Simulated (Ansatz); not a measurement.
C$_{2}$F$_{4}$O, SMILES `O=C(F)C(F)(F)F` at its PBE0-D4/def2-TZVP geometry, where that method's forces vanish. Total charge 0; spin multiplicity 1.

```xyz
7

O    -1.1850    1.0925    0.9843
C    -0.7952    0.1375    0.4277
F    -1.4861   -0.9882    0.3127
C     0.5681   -0.0203   -0.2751
F     1.2493   -1.0175    0.2812
F     0.3824   -0.2968   -1.5623
F     1.2666    1.0927   -0.1685
```

(1) What forces (eV/Å) does B3LYP-D4/def2-TZVPP give on these atoms in Ansatz? (An estimate is asked.)

Answers

(1) The calculation gave: 
```
O1  -0.103  0.238  0.141
C2   0.178  0.158 -0.022
F3  -0.250 -0.386 -0.033
C4  -0.248  0.041  0.132
F5   0.238 -0.341  0.194
F6  -0.063 -0.091 -0.445
F7   0.247  0.381  0.033
```

B3LYP here is the variant with VWN-RPA as its local correlation; programs differ in this.
